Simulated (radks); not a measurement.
Results of a calculation; reference values are marked as such.
Tb II, configuration [Xe] 4f9 6s1 (the NIST ground configuration). Code: a radial shooting solver on a logarithmic mesh with Libxc functionals. Model: Dirac Kohn-Sham, AM05, spin-unpolarised, spherical densities, finite nucleus; open shells fill j = l - 1/2 first; Fermi nuclear charge, rms radius 5.06 fm.

Normalised radial functions P(r) = r R(r) (large component), r in bohr:

r,4d5/2,5p1/2,5d5/2
0.001044,0.0000,0.0033,0.0000
0.001427,0.0000,0.0047,0.0000
0.001934,0.0000,0.0068,0.0000
0.002621,0.0001,0.0100,0.0000
0.00358,0.0003,0.0150,0.0001
0.004852,0.0006,0.0226,0.0001
0.006576,0.0014,0.0343,0.0003
0.008984,0.0034,0.0524,0.0007
0.01218,0.0078,0.0780,0.0016
0.0165,0.0176,0.1129,0.0036
0.02254,0.0392,0.1569,0.0081
0.03055,0.0817,0.1996,0.0168
0.04174,0.1640,0.2229,0.0337
0.05657,0.2993,0.1931,0.0614
0.07667,0.4923,0.0804,0.1006
0.1047,0.7055,-0.1148,0.1432
0.142,0.8031,-0.2902,0.1603
0.1924,0.6088,-0.2862,0.1148
0.2628,0.0025,0.0015,-0.0157
0.3562,-0.7965,0.3775,-0.1748
0.4827,-1.3425,0.4489,-0.2478
0.6595,-1.3018,0.0120,-0.1373
0.8938,-0.8368,-0.6013,0.1193
1.211,-0.3613,-0.9319,0.3972
1.655,-0.0956,-0.8147,0.5809
2.243,-0.0150,-0.4689,0.6114
3.04,-0.0011,-0.1780,0.5206
4.153,0.0000,-0.0399,0.3590
5.628,0.0000,-0.0049,0.1889
7.627,0.0000,-0.0003,0.0679
10.42,0.0000,0.0000,0.0139

4d5/2: eigenvalue -150.12 eV, 1 radial node at r = 0.263 bohr, <r> = 0.629 bohr, 90 % of the charge inside 0.946 bohr. 5p1/2: eigenvalue -34.346 eV, 3 radial nodes at r = 0.0881, 0.263, 0.663 bohr, <r> = 1.50 bohr, 90 % of the charge inside 2.20 bohr. 5d5/2 (empty): eigenvalue -6.823 eV, 2 radial nodes at r = 0.255, 0.786 bohr, <r> = 2.83 bohr, 90 % of the charge inside 4.56 bohr.
